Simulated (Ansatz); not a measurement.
Start from `OC[SiH](O)[SiH3]` and change one atom or group to get `O[SiH]([SiH3])CCl`.

Ansatz, PBE0-D4/def2-TZVP geometries, multiplicity 1. Each molecule was computed in one conformer, which needn't be the lowest.

| property | `OC[SiH](O)[SiH3]` |
| --- | --- |
| HOMO–LUMO gap (PBE0/def2-TZVPP) / eV | 6.80 |
| HOMO energy (PBE0/def2-TZVPP) / eV | -7.37 |
| LUMO energy (PBE/def2-TZVPP) / eV | -1.41 |
| LUMO energy (PBE0/def2-TZVPP) / eV | -0.57 |
| HOMO energy (B3LYP/def2-TZVPP) / eV | -7.16 |
| HOMO energy (PBE/def2-TZVPP) / eV | -5.93 |

Problem. Give the same properties after the change, and the shifts. (Estimate.)

Solution. The calculation gave: 
| property | `O[SiH]([SiH3])CCl` | shift |
| --- | --- | --- |
| HOMO–LUMO gap (PBE0/def2-TZVPP) / eV | 7.39 | 0.59 |
| HOMO energy (PBE0/def2-TZVPP) / eV | -7.92 | -0.55 |
| LUMO energy (PBE/def2-TZVPP) / eV | -1.44 | -0.03 |
| LUMO energy (PBE0/def2-TZVPP) / eV | -0.53 | 0.04 |
| HOMO energy (B3LYP/def2-TZVPP) / eV | -7.71 | -0.55 |
| HOMO energy (PBE/def2-TZVPP) / eV | -6.68 | -0.75 |

B3LYP here is the variant with VWN-RPA as its local correlation; programs differ in this.
